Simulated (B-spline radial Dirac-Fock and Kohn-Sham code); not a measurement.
**Sb¹⁵⁺: scattering cross sections and density moments**

System: antimony as Sb¹⁵⁺, [Ar] 3d10 4s2 4p6.

These are calculated numbers from a radial atomic solver; the model is Dirac-Fock densities.

```
Sum of ⟨r⟩                          : 12.61 bohr
Sum of ⟨r²⟩                         : 7.332 bohr²
Sum of ⟨1/r⟩                        : 295.43 per bohr
Langevin diamagnetic susceptibility : -5.81 × 10⁻⁶ cm³/mol
Lamb shielding (α²/3)Σ⟨1/r⟩         : 5244 ppm
```

Coherent scattering is the Thomson cross section weighted by f₀², without anomalous dispersion; incoherent scattering is Klein-Nishina weighted by S. The Lamb formula is the non-relativistic shielding expression. Electron correlation is left out. A dash stands where the photon energy is too low for the impulse approximation behind that column.

```
hν (keV)  coherent (b)  incoherent (b)  incoherent per electron (b)
       1         853.8               –                            –
       5         696.2           2.187                       0.0607
 17.4793         269.3           8.649                        0.240
      20         229.0           9.479                        0.263
     100         19.45           15.14                        0.421
     200         5.625           13.69                        0.380
     500        0.9814           10.21                        0.284
    1000        0.2515           7.548                        0.210
```

Incoherent scattering overtakes coherent scattering between 100 and 200 keV.
